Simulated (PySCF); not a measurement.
r2SCAN on P- (phosphorus, charge -1), [Ne] 3s2 3p4, high-spin 3P determinant. Calculation: PySCF 2.14, in dyall-av2z; no relativity, point nucleus.

```
cycle= 1 E= -341.266411480695  delta_E= -0.00664  |g|= 0.0164  |ddm|= 0.0956
cycle= 2 E= -341.266431840815  delta_E= -2.04e-05  |g|= 0.0181  |ddm|= 0.0568
cycle= 3 E= -341.266709305654  delta_E= -0.000277  |g|= 0.00306  |ddm|= 0.0342
cycle= 4 E= -341.266730097825  delta_E= -2.08e-05  |g|= 0.00106  |ddm|= 0.0117
cycle= 5 E= -341.26673457801  delta_E= -4.48e-06  |g|= 0.000322  |ddm|= 0.00689
cycle= 6 E= -341.266735038282  delta_E= -4.6e-07  |g|= 3.06e-05  |ddm|= 0.00271
cycle= 7 E= -341.266735044835  delta_E= -6.55e-09  |g|= 4.69e-06  |ddm|= 0.000371
cycle= 8 E= -341.2667350449  delta_E= -6.5e-11  |g|= 7.4e-07  |ddm|= 3.45e-05
converged SCF energy = -341.2667350449  <S^2> = 2.0170945  2S+1 = 3.0113748
```

Highest occupied orbital energy: 1.757 eV; ⟨L²⟩ = 2.03; populations by l: s 6.00, p 10.00, d 0.00.

Q: Can this result be used?

A: With care. The run converged. At r2SCAN the highest occupied level has a positive energy, so only the finite basis holds that electron; in a semilocal or global hybrid functional this comes from self-interaction and does not mean that the real anion is unbound.
